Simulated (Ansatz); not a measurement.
```yaml
crystal:
  periodic: [false, false, false]
  atoms:
    - {symbol: C, position_ang: [1.052574, -0.861277, -0.156165]}
    - {symbol: Ge, position_ang: [-0.657259, -0.027115, 0.081883]}
    - {symbol: F, position_ang: [-1.386726, -0.560532, 1.548773]}
    - {symbol: Cl, position_ang: [-2.031439, -0.451587, -1.478509]}
    - {symbol: C, position_ang: [-0.562700, 1.883462, 0.252401]}
    - {symbol: N, position_ang: [-0.444572, 3.025331, 0.333944]}
    - {symbol: H, position_ang: [0.918298, -1.941200, -0.212033]}
    - {symbol: H, position_ang: [1.692114, -0.612532, 0.691075]}
    - {symbol: H, position_ang: [1.508210, -0.500851, -1.078370]}
basis:
  gaussian: {orbitals: def2-TZVPD}
hamiltonian: {xc: {name: HF}}
correlation: {method: rpa}
```

```sh
$ ansatz run in.yaml --threads 4 --pin off --events-out ev --progress --plain --max-ram 10444MiB
```

Output, abridged:

```
Functional definition: HF
1793 factors; integrals over basis functions are off by at most 1.2e-3 eV
mean field evaluation 1: about -75273.8219 eV, gradient 4.7e1 eV
mean field evaluation 2: about -75274.0330 eV, gradient 4.7e1 eV
mean field evaluation 4: about -75278.7881 eV, gradient 5.4e0 eV
mean field evaluation 8: about -75278.8941 eV, gradient 5.7e-1 eV
mean field evaluation 16: about -75278.8952 eV, gradient 2.9e-6 eV
mean field -75278.89518550 eV, -2766.4483721994 hartree, gradient 2.9e-6 eV, S^2 0.000000; 0 other end points of the search recorded, 0 dependent functions left out
18 core orbitals not correlated: weight in the atoms' cores, before any rotation towards them, 1.000 or more for the frozen orbitals, at most 0.000 for the correlated occupied ones
reference -75278.89518550 eV, -2766.4483721994 hartree; 22, 22 occupied and 238, 238 virtual orbitals, 1793 factors
Total energy: -75315.26844121 eV, -2767.7850646919 hartree
```

It took 9.5 s on 4 threads of an Arm Neoverse V2 on a shared host, with 0.93 GiB of host memory at the peak.
